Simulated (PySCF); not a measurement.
A structure optimised at B3LYP-D3(BJ)/def2-SVP, used in a PySCF frequency run:

```
O
C 1 1.3980
H 2 1.1086 1 110.87
H 2 1.1086 3 106.80 1 -120.90
H 2 1.1114 3 106.84 4 -114.06
In 1 2.0146 2 125.60 3 120.77
H 6 1.7163 1 110.58 2 180.00
H 6 1.7275 7 136.33 1 180.00
```

### Question
Write its SMILES, formula and point group.

### Answer
C[O][InH2], CH5InO, Cs

### Question
What are its rotational constants (standard atomic weights)?

### Answer
34.881, 2.9978, 2.8096 GHz
